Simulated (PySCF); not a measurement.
Ligands exchanged one at a time, Ge Cl-H. Isolated molecules, 0 K electronic values unless said otherwise. Strings in code marks are SMILES.

Level of theory: PySCF with TPSSh-D3(BJ)/def2-TZVP // CAM-B3LYP-D3(BJ)/def2-TZVP. All candidates: neutral, multiplicity 1. Excitations are Tamm–Dancoff values on a coarser integration grid. The basis has no diffuse functions, so Rydberg states are missing or too high.

```yaml
T1 excitation (TDA): 5.86 eV
HOMO: -8.64 eV
S1 excitation (TDA): 6.25 eV
```

### Question
Identify which member has these values.
A) `[Cl][GeH]([Cl])[Cl]`
B) `[Cl][GeH3]`
C) `[Cl][GeH2][Cl]`

### Answer
A, `[Cl][GeH]([Cl])[Cl]`. The others give `[Cl][GeH3]`: 6.37 eV, -8.08 eV, 6.86 eV; `[Cl][GeH2][Cl]`: 6.18 eV, -8.34 eV, 6.73 eV
